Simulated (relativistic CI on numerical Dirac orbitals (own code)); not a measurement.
**The spin-orbit constant of W⁵⁺ from its measured fine structure**

Problem. The ground term 2D of W⁵⁺ (4f14.5s2.5p6.5d) has the measured levels J = 3/2: 0.0, J = 5/2: 8709.3 cm⁻¹ (measured levels as listed in J. Phys. B 45, 035002 (2012)). Test the interval rule and estimate ζ(5d).

Working.
1. In LS coupling E(J) − E(J − 1) = AJ. The intervals give A = 3483.7 (J = 5/2) cm⁻¹.
2. A doublet has one interval, so the rule cannot be tested.
3. The whole width divided by the sum of the upper J values gives a mean A = 3483.7 cm⁻¹.
4. For the Hund term of a shell that is less than half full, A = +ζ/2S with 2S = 1, so ζ = 3484 cm⁻¹.

Check. The value calculated from Dirac-Coulomb-Breit radial functions of this configuration is ζ = 3204 cm⁻¹, 8 % below the estimate from measurement. The same recipe applied to the calculated levels returns 3289 cm⁻¹, which shows the bias of the recipe itself.
